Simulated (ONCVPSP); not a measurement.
**palladium (Pd): excitation energies, all-electron against ONCV**

```json
{"Element": "Pd (Z = 46)", "Generator": "ONCVPSP 4.0.1", "Type": "optimised norm-conserving Vanderbilt (ONCV)", "Functional": "PBE", "Relativity": "scalar-relativistic", "Frozen core": "[Ar] 3d10", "Valence charge": "18", "Reference configuration": "4s2 4p6 4d9 5s1", "Partial waves": "4s+5s: rc 1.80 bohr, ncon 4, nbas 7, qcut 6.3 1/bohr, 2 projectors; 4p: rc 1.55 bohr, ncon 4, nbas 7, qcut 10.3 1/bohr, 2 projectors, debl 0.7 Ha; 4d: rc 2.00 bohr, ncon 4, nbas 9, qcut 7.2 1/bohr, 2 projectors, debl 3.3 Ha", "Local potential": "polynomial inside 1.05 bohr (lpopt 4, dvloc0 4 Ha)", "Core correction": "none"}
```

In the p channel the program set the typed energies aside and used -2.002, 0.250 Ha.

Energies are relative to the spin-unpolarised reference configuration 4s2 4p6 4d9 5s1; without spin polarisation the order of configurations can differ from experiment.

```tsv
valence configuration	charge	ΔE all-electron (eV)	error AE − PS (meV)
4s2 4p6 4d10 5s0	0	-1.501	+2.7
4s2 4p6 4d9 5s0	+1	7.615	-1.1
4s2 4p5 4d10 5s0	+1	55.664	-156
```

What are ΔE and the potential's error for 4s2 4p6 4d8 5s0?

ΔE = 28.433 eV all-electron; the error (AE − PS) is +0.1 meV.

Levels in the configuration 4s2 4p6 4d8 5s0:

| level | all-electron (eV) | pseudo (eV) |
| --- | --- | --- |
| 4s | -110.481 | -110.494 |
| 4p | -76.095 | -76.096 |
| 4d | -27.326 | -27.311 |
